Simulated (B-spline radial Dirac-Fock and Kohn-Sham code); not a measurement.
## Co⁺: eigenvalues, ΔSCF and the reference

System: cobalt as Co⁺, configuration [Ar] 3d8.

The density-functional columns are spherical, spin-unpolarised Dirac-Kohn-Sham results without Breit or QED terms: −ε is minus the orbital energy of the initial state and ΔSCF the difference of two total energies. The reference in the last column comes from relaxed Dirac-Fock hole states (ΔSCF) with Breit and QED corrections and a finite nucleus. All numbers are from an atomic code on a B-spline grid, in eV; a selection of levels is shown. The Kohn-Sham columns are given as differences from the reference. For the 1s level of heavy atoms much of the gap between ΔSCF and the reference is the Breit and QED part, -12.8 eV here; for other levels the error of the functional can be larger.

| level | PBE −ε − DF | PBE ΔSCF − DF | LDA −ε − DF | LDA ΔSCF − DF | Dirac-Fock |
| --- | --- | --- | --- | --- | --- |
| K (1s) | -130.3 | +30.4 | -146.6 | +13.5 | 7724.9 |
| L1 (2s) | -42.8 | -19.6 | -44.7 | -21.4 | 944.0 |
| L2 (2p1/2) | -27.9 | +0.8 | -28.4 | +0.4 | 810.1 |
| L3 (2p3/2) | -28.3 | -0.1 | -28.7 | -0.5 | 795.6 |
| M1 (3s) | -16.3 | -8.0 | -16.8 | -8.4 | 121.9 |
| M2 (3p1/2) | -10.7 | -2.5 | -10.7 | -2.5 | 80.88 |
| M3 (3p3/2) | -10.7 | -2.6 | -10.7 | -2.6 | 79.11 |
| M4,5 (3d) | -3.6 | +3.5 | -3.3 | +3.8 | 15.87 |

Values without a named source are computed, but for edge energies of neutral atoms, which are taken from tables.
